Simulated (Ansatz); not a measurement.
Cost and result for the atomization energy of CH$_{6}$ClGaSi, SMILES `Cl[SiH2][CH2][GaH2]` (10 atoms, 9 bonds).

| atom | x (Å) | y (Å) | z (Å) |
| --- | --- | --- | --- |
| Cl1 | 1.138 | -1.307 | 1.282 |
| Si2 | 0.196 | -1.225 | -0.615 |
| C3 | -0.591 | 0.432 | -0.653 |
| Ga4 | 0.078 | 1.248 | 1.055 |
| H5 | 1.297 | -1.423 | -1.587 |
| H6 | -0.718 | -2.392 | -0.627 |
| H7 | -1.680 | 0.361 | -0.645 |
| H8 | -0.265 | 1.008 | -1.521 |
| H9 | 1.415 | 2.063 | 1.007 |
| H10 | -0.871 | 1.233 | 2.302 |

Charge 0, multiplicity 1. Correlated methods include outer-core shells of Ga, which these sets cover unevenly. Scalar relativity is left out up to krypton. The geometry is a stationary point of PBE0-D4/def2-TZVP. It is one conformer, not always the lowest. Program: Ansatz. All runs use 4 threads of an Arm Neoverse V2 on a shared host. Times are those of one run each, without the atoms' runs, and a repeat can differ threefold. Electronic energies, without spin–orbit coupling; frozen cores. CCSD(T)/CBS adds CCSD(T) − MP2 in def2-TZVPP to the MP2 limit, and its time is that of the two runs behind it. T1 = 0.011. With those shells the extrapolation isn't a true limit. B3LYP takes the VWN-RPA correlation (the form of Gaussian; ORCA's B3LYP/G).

CCSD(T)/CBS is a level of theory with its own doubt, some kJ/mol a heavy atom from the limit and from the frozen cores, so smaller differences don't rank the functionals.

| level | functions | wall time |
| --- | --- | --- |
| PBE-D4/def2-TZVPP (with forces) | 247 | 2.7 s |
| PBE0-D4/def2-TZVPP | 247 | 4 s |
| r2SCAN-D4/def2-TZVPP (with forces) | 247 | 6 s |
| B3LYP-D4/def2-TZVPP (with forces) | 247 | 6 s |
| B2PLYP/def2-TZVPP | 247 | 6 s |
| ωB97X-V/def2-TZVPP | 247 | 9 s |
| ωB97M-V/def2-TZVPP (with forces) | 247 | 14 s |
| MP2/def2-QZVPP | 466 | 27 s |
| CCSD(T)/def2-TZVPP | 247 | 2.4 min |
| CCSD(T)/CBS(def2) | – | 2.8 min |

Question: What atomization energy does each give, and how far from CCSD(T)/CBS? (Estimate.)

Answer: Computed: 
```json
{"level": "PBE-D4/def2-TZVPP (with forces)", "atomization (kcal/mol)": "731.7", "difference from CCSD(T)/CBS": "-5.1", "per bond": "-0.6"}
{"level": "PBE0-D4/def2-TZVPP", "atomization (kcal/mol)": "730.0", "difference from CCSD(T)/CBS": "-6.8", "per bond": "-0.8"}
{"level": "r2SCAN-D4/def2-TZVPP (with forces)", "atomization (kcal/mol)": "737.2", "difference from CCSD(T)/CBS": "0.4", "per bond": "0.0"}
{"level": "B3LYP-D4/def2-TZVPP (with forces)", "atomization (kcal/mol)": "727.5", "difference from CCSD(T)/CBS": "-9.3", "per bond": "-1.0"}
{"level": "B2PLYP/def2-TZVPP", "atomization (kcal/mol)": "721.3", "difference from CCSD(T)/CBS": "-15.5", "per bond": "-1.7"}
{"level": "ωB97X-V/def2-TZVPP", "atomization (kcal/mol)": "739.0", "difference from CCSD(T)/CBS": "2.2", "per bond": "0.2"}
{"level": "ωB97M-V/def2-TZVPP (with forces)", "atomization (kcal/mol)": "735.4", "difference from CCSD(T)/CBS": "-1.4", "per bond": "-0.1"}
{"level": "MP2/def2-QZVPP", "atomization (kcal/mol)": "734.4", "difference from CCSD(T)/CBS": "-2.4", "per bond": "-0.3"}
{"level": "CCSD(T)/def2-TZVPP", "atomization (kcal/mol)": "720.7", "difference from CCSD(T)/CBS": "-16.1", "per bond": "-1.8"}
{"level": "CCSD(T)/CBS(def2)", "atomization (kcal/mol)": "736.8", "difference from CCSD(T)/CBS": "0.0", "per bond": "0.0"}
```

In def2-TZVPP, CCSD(T) changes the Hartree–Fock value by +165.7 kcal/mol (the triples alone add +8.7 kcal/mol) and MP2 by +169.8 kcal/mol; breaking electron pairs costs correlation energy, which Hartree–Fock lacks. The D4 term adds +10.5 kcal/mol with B3LYP and +5.4 kcal/mol with PBE0; it sums over pairs of atoms, weighted by their polarisabilities, and B3LYP, whose exchange is more repulsive, gets the larger term. From PBE to PBE0 (25 % exact exchange), in def2-TZVPP and without D4, the atomization energy moves by −0.8 kcal/mol: exact exchange takes away binding that semilocal exchange gives to molecules.
